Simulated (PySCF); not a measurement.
Coordinates in bohr (charge 0 multiplicity 1):
```
Zr   -0.0185   -1.3267    0.0000
O     2.5136   -3.4377    0.0000
Br   -0.2554    1.0784   -4.1310
Br   -0.2554    1.0784    4.1310
```

Method: PySCF, PBE, basis Zr def2-SVP with ECP28, O def2-SVP, Br def2-SVP (scalar-relativistic core potentials, no spin–orbit coupling, density fitting).

This geometry of ZrOBr2 is a stationary point at this level.

**Question.** What is the point group?

**Answer.** Cs.

**Question.** Is it a minimum?

**Answer.** Yes: all harmonic wavenumbers are real, though the softest, 47 cm⁻¹, leaves little margin.

**Question.** List the harmonic modes with their infrared intensities.

**Answer.** 
```json
{"symmetry": "a'", "ω (cm⁻¹)": "47", "IR (km/mol)": "14.7", "type": "bend"}
{"symmetry": "a'", "ω (cm⁻¹)": "94", "IR (km/mol)": "18.4", "type": "bend"}
{"symmetry": "a''", "ω (cm⁻¹)": "165", "IR (km/mol)": "0.3", "type": "bend"}
{"symmetry": "a'", "ω (cm⁻¹)": "247", "IR (km/mol)": "16.7", "type": "stretch"}
{"symmetry": "a''", "ω (cm⁻¹)": "319", "IR (km/mol)": "79.5", "type": "mixed"}
{"symmetry": "a'", "ω (cm⁻¹)": "949", "IR (km/mol)": "160", "type": "stretch"}
```

**Question.** What are the dipole moment and the gap between the highest occupied and lowest empty levels?

**Answer.** 3.72 D and 2.94 eV.

**Question.** What is the atomisation energy, with and without zero-point energy?

**Answer.** 1721 kJ/mol without, 1710 kJ/mol with.

Only a few start shapes were tried, so a lower isomer may exist.
